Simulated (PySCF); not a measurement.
Potential energy of KRb⁻ along the bond

Set-up: basis K def2-SVPD, Rb def2-SVPD with ECP28; scalar-relativistic core potentials; PySCF 2.14. Energies in eV from K⁻ + Rb in their ground configurations at the same level. State: ²Σ⁺ (doublet), unpaired electrons σ ↑.

```tsv
R (Å)	r²SCAN	PW91	PBE
4.029	-0.4868	-0.5646	-0.5458
4.216	-0.5270	-0.5949	-0.5765
4.404	-0.5523	-0.6109	-0.5928
4.544	-0.5630	-0.6156	-0.5977
4.685	-0.5681	-0.6155	-0.5979
4.825	-0.5688	-0.6117	-0.5942
5.013	-0.5642	-0.6021	-0.5849
5.247	-0.5524	-0.5854	-0.5685
5.528	-0.5326	-0.5614	-0.5448
5.903	-0.5013	-0.5272	-0.5110
```

Question: Put a parabola through the three lowest points of the r²SCAN curve and estimate Re, k and ωe (reduced mass 26.71 u; 1 eV/Å² = 0.16022 mdyn/Å; ωe = 1302.8·√(k/μ) cm⁻¹).

Answer: Through R = 4.685, 4.825, 5.013 Å the second-order coefficient is 0.0898 eV/Å², so Re ≈ 4.783 Å, k ≈ 0.0288 mdyn/Å and ωe ≈ 43 cm⁻¹. A polynomial fit of higher order to the unrounded r²SCAN energies gives Re = 4.776 Å, k = 0.0312 mdyn/Å, ωe = 44.5 cm⁻¹; anharmonicity and rounding make the difference.

The higher-order fit for each curve: r²SCAN: Re = 4.776 Å, ωe = 44.5 cm⁻¹, De = 0.57 eV; PW91: Re = 4.611 Å, ωe = 47.0 cm⁻¹, De = 0.62 eV; PBE: Re = 4.618 Å, ωe = 46.8 cm⁻¹, De = 0.60 eV.

⟨S²⟩ of the unrestricted solution departs from its pure value on part of the curve, where spin states mix. Spin–orbit coupling is left out. For an ion De counts to the pair picked by the measured ionisation energies or electron affinities, which need not be the lowest pair at this level. The highest Kohn–Sham level is positive in this anion. Much of that is self-interaction error, but it also means that the finite basis helps to hold the extra electron. The state is the lowest determinant that a PBE0 search found; another state may lie lower at other levels.
